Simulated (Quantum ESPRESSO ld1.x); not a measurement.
In II, 48 electrons, occupied as [Kr] 4d10 5s1.75 5p0.25 (fractional occupations, a model configuration). Calculated with ld1.x of Quantum ESPRESSO 7.5: non-relativistic Kohn-Sham, PBE, spin-unpolarised, spherical densities, point nucleus; relativity is left out, which matters for an element this heavy.

Unscreened Slater integrals over Kohn-Sham orbitals (cm^-1). Empty in this configuration: 4f, 6s.

F0(4f,4f): 14060
F2(4f,4f): 7226.7
F4(4f,4f): 4663.7
F6(4f,4f): 3395.7
F0(4f,6s): 17727
G3(4f,6s): 3553.6
F0(4f,5p): 18400
F2(4f,5p): 2539.6
G2(4f,5p): 754.20
G4(4f,5p): 488.27
F0(4f,5s): 18442
G3(4f,5s): 260.76
F0(4f,4d): 18469
F2(4f,4d): 408.21
F4(4f,4d): 47.405
G1(4f,4d): 31.181
G3(4f,4d): 17.047
G5(4f,4d): 11.463
F0(6s,6s): 30356
F0(6s,5p): 37120
G1(6s,5p): 4457.6
F0(6s,5s): 38300
G0(6s,5s): 2275.2
F0(6s,4d): 40939
G2(6s,4d): 1591.9
F0(5p,5p): 61843
F2(5p,5p): 32888
F0(5p,5s): 68017
G1(5p,5s): 44186
F0(5p,4d): 78556
F2(5p,4d): 19278
G1(5p,4d): 6827.9
G3(5p,4d): 5813.3
F0(5s,5s): 77004
F0(5s,4d): 95198
G2(5s,4d): 12163
F0(4d,4d): 171070
F2(4d,4d): 85173
F4(4d,4d): 55779

Derived for the open shells (J is the average intra-shell exchange parameter used in DFT+U). 5p: J = F2/5 = 6578 cm^-1.
